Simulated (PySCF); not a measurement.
Problem. Write a Z-matrix for `[BH3-][S@@+](CF)C` as optimised with PBE0-D3(BJ)/def2-SVP.

Solution. 
Z-matrix in Å and degrees, rows numbered from 1:
```
B 
S   1  1.9472
C   2  1.7993  1  104.84
C   2  1.8141  1  100.78  3  -102.74
F   4  1.3540  2  111.07  1   172.82
H   1  1.2226  2  105.35  3    51.79
H   1  1.2204  2  102.68  3   172.97
H   1  1.2191  2  102.39  3   -68.94
H   3  1.0976  2  109.09  1  -164.77
H   3  1.0992  2  109.57  1   -42.36
H   3  1.0976  2  106.81  1    76.34
H   4  1.1020  2  108.07  1    51.45
H   4  1.1010  2  105.71  1   -66.58
```

B1 (four-coordinate boron) is distorted tetrahedral (angles from 102.4° to 115.4°). S2 (sulfur bonded to B and 2 C) is pyramidal (angles 104.8°, 100.8° and 99.3°, sum 304.9°, 0.83 Å off the plane of its three neighbours). Of the pairs four or more bonds apart, F5···H9 is among the closest relative to their van der Waals radii: 2.75 Å, 103 % of the sum of Bondi's values.

Level of theory: PBE0-D3(BJ)/def2-SVP geometry optimisation, gas phase in PySCF.

Point group: C1 (no symmetry element, even within 0.4 Å). No frequency check. The numbers are those of one conformer (B1–S2–C4–F5 173°).

Hardware: an Arm Neoverse V2 with one thread (shared host). Cost: 43 s wall, 0.48 GiB resident at most. That covers the optimisation of the geometry.
